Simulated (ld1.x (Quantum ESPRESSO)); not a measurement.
# Before and after: TM potential for europium

ld1.x (Quantum ESPRESSO) 7.5 input, shortened:

```
&input
   title='Eu', zed=63., rel=2, dft='PBE', iswitch=3,
   config='[Xe] 4f7 5d0 6s2 6p0', rel_dist='average'
 /
 &inputp
   pseudotype=2, tm=.true., lloc=2,
   nlcc=.false.
 /
4
6S  1  0   2.00   0.00  3.60  3.60  0.0
5P  2  1   6.00   0.00  1.40  1.40  0.0
4F  4  3   7.00   0.00  1.40  1.40  0.0
5D  3  2   0.00   0.00  2.95  2.95  0.0
 &test
   configts(1)='4f7 5p6 5d0 6s2 6p0'
 /
```

Open shells are filled in proportion to 2j + 1 (rel_dist='average').

All-electron outer shells of the reference configuration (PBE, scalar-relativistic, ld1.x):

| shell | level (eV) | outermost node (bohr) | outermost maximum (bohr) |
| --- | --- | --- | --- |
| 4d | -134.83 | 0.27 | 0.57 |
| 5s | -44.66 | 0.67 | 1.23 |
| 5p | -23.77 | 0.72 | 1.41 |
| 6s | -3.62 | 1.67 | 3.60 |
| 4f | -2.72 | – | 0.60 |
| 5d | -1.56 | 0.82 | 2.16 |
| 6p | -1.20 | 2.02 | 4.93 |

Change: all radii scaled by about 1.16 (s 4.16, p 1.62, d 3.42, f 1.62 bohr).

Cutoffs: the cutoffs (Ry, on a coarse ladder) from which the occupation-weighted sum of valence levels, in a spherical-Bessel basis at the reference potential, stays within 10 and 1 mRy of its value at 400 Ry; they do not see the model core or the augmentation charge, which bear on the density cutoff. Errors are all-electron minus pseudo energies relative to the spin-unpolarised reference configuration.

How do hardness, ghosts and transferability respond?

The potential gets softer (200 Ry and 300 Ry → 160 Ry and 230 Ry); both files keep a bound ghost (s); of the 7 tests that both files solve, the error grows in 2 and shrinks in 4 by more than 15 % and 0.3 meV (median size 14.0 → 1.5 meV). A larger radius leaves more room for a smooth pseudo-wave, so fewer plane waves are needed.

| quantity | base | changed |
| --- | --- | --- |
| cutoff, loose | 200 Ry | 160 Ry |
| cutoff, tight | 300 Ry | 230 Ry |
| loose cutoff by channel (10 mRy a level) | s 6 Ry, p 35 Ry, f 180 Ry | s 6 Ry, p 30 Ry, f 140 Ry |
| bound ghosts | s | s |
| error for 4f7 5p6 5d0 6s1 6p0, meV [ΔE 6.02 eV] | +1.2 | -1.5 |
| error for 4f7 5p6 5d0 6s0 6p0, meV [ΔE 17.26 eV] | +14 | -2.5 |
| error for 4f6 5p6 5d0 6s0 6p0, meV [ΔE 41.59 eV] | +316 | +99 |
| error for 4f7 5p6 5d0 6s1.5 6p0, meV [ΔE 2.40 eV] | +0.1 | -0.4 |
| error for 4f8 5p6 5d0 6s0 6p0, meV [ΔE 7.97 eV] | -187 | -160 |
| error for 4f7 5p6 5d0 6s1 6p1, meV [ΔE 2.49 eV] | +211 | +0.3 |
| error for 4f7 5p6 5d0.5 6s1.5 6p0, meV [ΔE 1.06 eV] | -2.9 | -0.4 |

Base: These tests converged, but a pseudo level misses the all-electron one widely, so the file describes the atom poorly there or has found another state: 4f6 5p6 5d0 6s0 6p0: empty 6p by 5.0 eV (a node warning on the way). Changed file: These tests converged, but a pseudo level misses the all-electron one widely, so the file describes the atom poorly there or has found another state: 4f6 5p6 5d0 6s0 6p0: empty 6s by 5.9 eV (a node warning on the way). A true bound ghost makes a file unfit for plane-wave use even where its test errors are small: the radial tests pick states by their node count and pass the ghost by.
